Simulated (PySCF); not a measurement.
boron atom (B), doublet; PySCF with MP2/cc-pVDZ.

The PySCF input:
```python
from pyscf import gto, scf, mp

mol = gto.Mole()
mol.atom = '''
    B     0.00000000    0.00000000    0.00000000
'''
mol.basis = 'cc-pvdz'
mol.spin = 1
mol.verbose = 4
mol.build()

mf = scf.UHF(mol)
mf.kernel()

pt = mp.MP2(mf, frozen=1)
pt.kernel()
print('E(MP2) = %.10f' % pt.e_tot)
```

### Question
Write the output that PySCF gives for this input, abridged.

### Answer

```
PySCF version 2.14.0

[INPUT] verbose = 4
[INPUT] num. atoms = 1
[INPUT] num. electrons = 5
[INPUT] charge = 0
[INPUT] spin (= nelec alpha-beta = 2S) = 1
[INPUT] symmetry False subgroup None
[INPUT] Mole.unit = angstrom
[INPUT] Symbol           X                Y                Z      unit          X                Y                Z       unit  Magmom
[INPUT]  1 B      0.000000000000   0.000000000000   0.000000000000 AA    0.000000000000   0.000000000000   0.000000000000 Bohr   0.0

nuclear repulsion = 0
number of shells = 5
number of NR pGTOs = 26
number of NR cGTOs = 14
basis = cc-pvdz
ecp = {}

******** <class 'pyscf.scf.uhf.UHF'> ********
method = UHF
initial guess = minao
damping factor = 0
level_shift factor = 0
DIIS = <class 'pyscf.scf.diis.CDIIS'>
diis_start_cycle = 1
diis_space = 8
diis_damp = 0
SCF conv_tol = 1e-09
SCF conv_tol_grad = None
SCF max_cycles = 50
direct_scf = True
direct_scf_tol = 1e-13
number electrons alpha = 3  beta = 2
Set gradient conv threshold to 3.16228e-05
init E= -24.3403224503169

cycle= 1 E= -24.5077982409294  delta_E= -0.167  |g|= 0.104  |ddm|= 0.659
cycle= 2 E= -24.5259210930751  delta_E= -0.0181  |g|= 0.0422  |ddm|= 0.223
cycle= 3 E= -24.5295720113847  delta_E= -0.00365  |g|= 0.0128  |ddm|= 0.12
cycle= 4 E= -24.5299501474871  delta_E= -0.000378  |g|= 0.00235  |ddm|= 0.0533
cycle= 5 E= -24.5299615145387  delta_E= -1.14e-05  |g|= 0.000259  |ddm|= 0.0106
cycle= 6 E= -24.529961623658  delta_E= -1.09e-07  |g|= 2.24e-05  |ddm|= 0.00106
cycle= 7 E= -24.5299616243698  delta_E= -7.12e-10  |g|= 1.22e-06  |ddm|= 6.84e-05
Extra cycle  E= -24.5299616243713  delta_E= -1.47e-12  |g|= 3.41e-07  |ddm|= 1.79e-06
converged SCF energy = -24.5299616243713  <S^2> = 0.75745241  2S+1 = 2.0074386

******** <class 'pyscf.mp.ump2.UMP2'> ********
nocc = (np.int64(2), np.int64(1)), nmo = (13, 13)
frozen orbitals 1
E(UMP2) = -24.5664726844246  E_corr = -0.0365110600533946
E(SCS-UMP2) = -24.5716447585631  E_corr = -0.0416831341918612
E_corr(same-spin) = -0.00245785139101419
E_corr(oppo-spin) = -0.0340532086623804
E(MP2) = -24.5664726844
```
